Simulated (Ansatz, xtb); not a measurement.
**Relative energy of two structures of AlBHOSi**

Structure X: a doublet given by its coordinates. Structure Y: a doublet given by its coordinates. Both are isolated molecules in the gas phase, relaxed with r2SCAN-D4/def2-SVP.

X (Å):

| atom | x (Å) | y (Å) | z (Å) |
| --- | --- | --- | --- |
| Al | 1.3869 | -0.6147 | -0.6757 |
| B | -0.8011 | 0.1162 | -0.4136 |
| O | -0.9020 | 0.6615 | 0.6847 |
| Si | -0.4278 | -0.8079 | -2.1556 |
| H | 2.5994 | -0.4726 | 0.3408 |

Close contacts (Å): Al1–B2 2.32, Al1–Si4 2.35, B2–O3 1.23, B2–Si4 2.01, Al1–H5 1.59.

Y (Å):

```xyz
5

Al   -2.0090    0.6839    1.0087
B     0.4069   -0.4068   -0.5339
O    -0.6128    0.0449    0.1182
Si    1.8722   -1.2584   -1.4524
H     2.2468    0.1836   -1.8385
```

Close contacts (Å): Al1–O3 1.77, B2–O3 1.29, B2–Si4 1.93, Si4–H5 1.54.

Question: Estimate which is lower in electronic energy at CCSD(T)/def2-SVP, and by roughly how much.

Answer: The CCSD(T)/def2-SVP calculation puts structure Y lower, by 41.9 kJ/mol.

The same difference at several levels:

| level | geometry | E(Y) − E(X) (kJ/mol) | departure from the last row (kJ/mol) | job, with rough time for the two |
| --- | --- | --- | --- | --- |
| r2SCAN-D4/def2-SVP | r2SCAN-D4/def2-SVP | −20.4 | +21.5 | optimisation, 2.4 min |
| HF/def2-SVP | r2SCAN-D4/def2-SVP | −103.3 | −61.4 | part of the CCSD(T) run |
| MP2/def2-SVP | r2SCAN-D4/def2-SVP | −21.6 | +20.3 | part of the CCSD(T) run |
| CCSD(T)/def2-SVP | r2SCAN-D4/def2-SVP | −41.9 |  | single point, 13 s |

The levels shown agree on the order. The largest departure from CCSD(T)/def2-SVP is that of HF/def2-SVP, 61.4 kJ/mol. Levels run at GFN2-xTB geometries aren't shown.

With harmonic frequencies from r2SCAN-D4/def2-SVP (ideal gas, rigid rotor, one conformer each, 298.15 K, 1 atm): on the last row, ΔE + ΔZPE = −43.0 kJ/mol. A mode under 50 cm⁻¹ makes harmonic enthalpies and free energies unreliable, so none is given.

Open shells are spin-unrestricted. The correlated steps freeze 12 core orbitals. Codes used: Ansatz 0.2.0; the last row on 1 thread of Intel(R) Xeon(R) Processor @ 2.70GHz on a shared host.
